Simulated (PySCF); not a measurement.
# Hartree-Fock beside MP2: AlBClH2O cation

These are calculations, not measurements. They come from PySCF 2.14.0, an open-source quantum chemistry program, on an isolated molecule that a program drew, which may never have been made. The molecule is AlBClH2O cation (charge +1, singlet), drawn as the SMILES string `[BH+][Al]([OH])[Cl]`.

The geometry was optimised and harmonic frequencies were computed with HF and MP2, all in the cc-pV(D+d)Z basis, for the commonest isotopes, with a restricted reference for singlets and an unrestricted one otherwise, and a frozen core in MP2. Each result is a local minimum of its method.

Geometry at the HF minimum:
```xyz
6
AlBClH2O cation, angstrom
B    -0.3758   -2.4695    2.1474
Al   -1.1586   -2.0887    0.1163
O    -0.5488   -3.3225   -0.7715
Cl   -2.3364   -0.4276   -0.0727
H     0.0615   -2.7034    3.2232
H    -0.5341   -3.6764   -1.6473
```

Lengths of the bonds as drawn, in Å (atoms numbered as above):
```
bond,HF,MP2
B1-Al2,2.210,2.201
Al2-O3,1.638,1.668
Al2-Cl4,2.045,2.048
B1-H5,1.185,1.194
O3-H6,0.945,0.966
```

Rotational constants, in GHz:
```
constant,HF,MP2
A,6.878,7.293
B,2.956,2.833
C,2.067,2.04
```

Harmonic frequencies in cm^-1, each column in rising order, so a row needn't be the same motion in every method:
```
rank,HF,MP2
1,107,79
2,196,183
3,201,189
4,449,430
5,483,470
6,515,556
7,617,615
8,682,662
9,710,685
10,1020,969
11,2896,?
12,4198,3903
```

**Estimate the missing MP2 frequency from the HF column.**

A single factor s that minimises the squared misfit of MP2 against s times HF over the other rows is sum(HF x MP2) / sum(HF^2) = 0.9363, with an rms misfit of 30 cm^-1. For rank 11 it gives 0.9363 x 2896 = 2712 cm^-1. The calculation gives 2818 cm^-1, 106 cm^-1 above the estimate. The drawn bonds are on average 0.9 % longer in MP2 than in HF.
